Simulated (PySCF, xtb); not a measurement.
CH8Ge2, SMILES [CH3][GeH2][GeH3].

GFN2-xTB in xtb at its own geometry gives an orbital gap of 6.36 eV and a dipole moment of 1.23 D.

The structure is a stationary point at PBE-D3(BJ)/def2-SVP. The structure was generated by enumeration, and PubChem lists no compound with its InChIKey, so it may never have been made.

Question: What does B3LYP/def2-TZVP run with PySCF give? (The exact figures need the calculation; the answer reports its results.)

Answer: gap 7.80 eV (levels -7.68 and 0.12 eV), dipole 0.84 D.
